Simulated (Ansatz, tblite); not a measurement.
Forces on Cs9⁻ at its B3LYP/def2-SVPD geometry. The state is a singlet with charge -1.

In the def2 sets Cs takes a core potential; there is no spin–orbit coupling. The xTB rows come from tblite. The restricted singlet is unstable towards broken spin symmetry in Hartree–Fock (as tested in another run); at PBE/def2-TZVPD this wasn't settled. Another isomer (singlet) lies 0.36 eV lower at PBE0/def2-TZVPD; other spin states weren't run for this one.

GFN1-xTB (tblite), largest force 0.40 eV/Å:

```xyz
9
positions Å, forces eV/Å
Cs    1.541    5.499    1.919   -0.061   -0.070   -0.103
Cs   -1.594   -6.992   -3.309    0.019    0.005    0.061
Cs   -4.735    1.031    2.264    0.077    0.076   -0.107
Cs   -1.574    3.007   -1.872    0.091   -0.112    0.346
Cs   -3.082   -1.912   -1.871    0.325   -0.012    0.040
Cs    6.731   -2.524   -0.119   -0.054   -0.016    0.013
Cs   -2.517    4.735    5.023    0.053   -0.070   -0.160
Cs    3.222    1.433   -1.116   -0.265   -0.126    0.050
Cs    2.007   -4.278   -0.919   -0.184    0.326   -0.140
```

GFN2-xTB (tblite), largest force 0.20 eV/Å:

```
Cs -0.001 0.029 0.132
Cs 0.121 0.026 0.029
Cs 0.010 -0.046 0.140
Cs 0.007 0.019 -0.201
Cs -0.011 0.136 -0.027
Cs -0.120 -0.022 -0.018
Cs 0.044 -0.037 -0.070
Cs -0.063 0.056 -0.049
Cs 0.012 -0.162 0.065
```

PBE/def2-TZVPD (Ansatz), largest force 0.04 eV/Å:

```
Cs -0.021 -0.015 -0.008
Cs -0.004 0.013 0.008
Cs 0.022 0.014 -0.015
Cs 0.002 0.000 0.039
Cs 0.029 -0.011 0.007
Cs -0.011 0.007 -0.003
Cs 0.003 -0.005 -0.023
Cs -0.012 -0.028 0.011
Cs -0.008 0.024 -0.016
```
